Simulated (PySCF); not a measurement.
## Electron correlation in S³⁺ (sulfur, charge +3)

[Ne] 3s2 3p1, 2P determinant. Calculation: PySCF 2.14, in Sapporo-DZP-2012 (5s4p2d, 27 functions); scalar relativity by spin-free X2C-1e. Frozen: [Ne]; 3 electrons correlated.

MP2 pair energies summed by pair of shells (mhartree):

```tsv
pair	energy	share (%)
3s-3s	-22.87	57.0
3s-3p	-17.23	43.0
```

Total MP2 correlation energy: -40.10 mhartree.

Same-spin part -2.45 and opposite-spin part -37.65 mhartree; SCS-MP2 scales them by 1/3 and 6/5 to -45.99 mhartree.

| level | correlation energy (mhartree) |
| --- | --- |
| CCSD | -60.77 |
| (T) | -0.57 |
| CCSD(T) | -61.34 |

Diagnostics: T1 = 0.0093, D1 = 0.0226, largest double amplitude 0.108.

Cost of the coupled-cluster step: 0.14 s of wall time on 1 thread of Intel(R) Xeon(R) Platinum 8559C (shared host), for 3 correlated electrons.
